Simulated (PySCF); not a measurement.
Compound: C₇H₁₀N (doublet state).
Geometry (PBE0-D3(BJ)/def2-SVP, Å), atoms numbered from 1 in this order:
```
atom  x, y, z in Å
C1     2.216    0.000   -0.964
C2     1.483    0.547    0.261
C3     0.011    0.274    0.258
C4    -0.930    1.261    0.135
C5    -2.314    0.959    0.135
N6    -2.790   -0.303    0.259
C7    -1.945   -1.280    0.379
C8    -0.453   -1.144    0.392
H9     2.104   -1.092   -1.055
H10    1.829    0.454   -1.889
H11    3.294    0.215   -0.904
H12    1.647    1.634    0.333
H13    1.926    0.102    1.172
H14   -0.614    2.304    0.039
H15   -3.057    1.755    0.035
H16   -2.361   -2.292    0.480
H17   -0.020   -1.782   -0.409
H18   -0.042   -1.598    1.321
```

Computed, not measured: PBE0-D3(BJ)/def2-SVP geometry optimisation, gas phase (PySCF).

Masses are those of the commonest isotopes; rigid-rotor values at the optimised geometry. The values belong to one conformer with, in the numbering `[CH3:1][CH2:2][C:3]1[CH:4]=[CH:5][N:6]=[CH:7][CH2:8]1`, C1–C2–C3–C4 -113°.

Problem. What are A, B and C (MHz)?

Solution. Ia = 111.27, Ib = 354.30, Ic = 429.91 u·Å²; 505379 MHz·u·Å²/I gives A = 4542, B = 1426, C = 1176 MHz.

Problem. What kind of rotor is it?

Solution. An asymmetric top. Ray's parameter κ = (2B − A − C)/(A − C) = -0.851; −1 is the prolate and +1 the oblate limit.

Problem. Is it planar, by Δ = Ic − Ia − Ib?

Solution. Not planar: Δ = Ic − Ia − Ib = -35.66 u·Å². For a rigid frame Δ = −2 Σ m c², so Σ m c² = 17.83 u·Å² lies off the ab plane: 7.64 from hydrogen and 10.19 from heavier atoms. The atom farthest from that plane is 1.56 Å away.

Problem. Give the other two planar moments, Paa and Pbb, and the rms extents of the mass along the axes.

Solution. Paa = Σ m a² = (Ib + Ic − Ia)/2 = 336.47 and Pbb = Σ m b² = (Ia + Ic − Ib)/2 = 93.44 u·Å². With the mass M = 108.08 u, the rms extents √(P/M) along a, b and c are 1.76, 0.93, 0.41 Å.

Problem. Which lines would a microwave search look for?

Solution. The dipole components are |μa| = 2.66 D, |μb| = 0.41 D, |μc| = 0.40 D. The squared components, which scale the intensities, stand as 1.00 : 0.02 : 0.02 (a : b : c). Some lines, for components of 0.1 D or more:

```tsv
type	branch	J(Ka,Kc)	MHz	lower level (cm⁻¹)
a	Q	2(1,1) ← 2(1,2)	753	0.356
b	R	4(1,3) ← 3(2,2)	1899	0.953
c	Q	1(1,1) ← 1(0,1)	3116	0.087
b	Q	3(1,2) ← 3(0,3)	4057	0.518
b	R	1(1,1) ← 0(0,0)	5718	0.000
c	R	1(1,0) ← 0(0,0)	5968	0.000
c	Q	2(2,1) ← 2(1,1)	9347	0.381
b	Q	2(2,0) ← 2(1,1)	9361	0.381
a	R	4(1,3) ← 3(1,2)	10879	0.654
b	Q	4(2,3) ← 4(1,4)	11003	0.933
c	R	3(1,2) ← 2(0,2)	11805	0.260
b	R	2(2,1) ← 1(1,0)	14802	0.199
c	Q	4(3,2) ← 4(2,2)	16038	1.307
c	Q	3(3,1) ← 3(2,1)	16142	0.956
b	Q	3(3,0) ← 3(2,1)	16142	0.956
c	R	4(2,3) ← 3(1,3)	20881	0.603
c	R	3(3,0) ← 2(2,0)	24006	0.693
c	R	4(3,1) ← 3(2,1)	26581	0.956
c	R	4(4,0) ← 3(3,0)	33097	1.494
b	R	4(4,0) ← 3(3,1)	33098	1.494
```

For this open shell read J as N, the rotation without spin; fine and hyperfine splittings come on top. No PBE0-D3(BJ)/def2-SVP frequencies stand behind this structure, so it isn't proved a minimum. ⟨S²⟩ = 0.800 (exact for a doublet: 0.75). These are rigid-rotor constants of the computed structure; measured ground-state constants (B0) also hold zero-point vibration. A rigid rotor knows nothing of internal rotation, which can split or shift real lines. Quadrupole hyperfine structure (14N) is left out.

Hardware: one thread of an Arm Neoverse V1 (shared host). Cost: 3.2 min. This is the geometry optimisation.
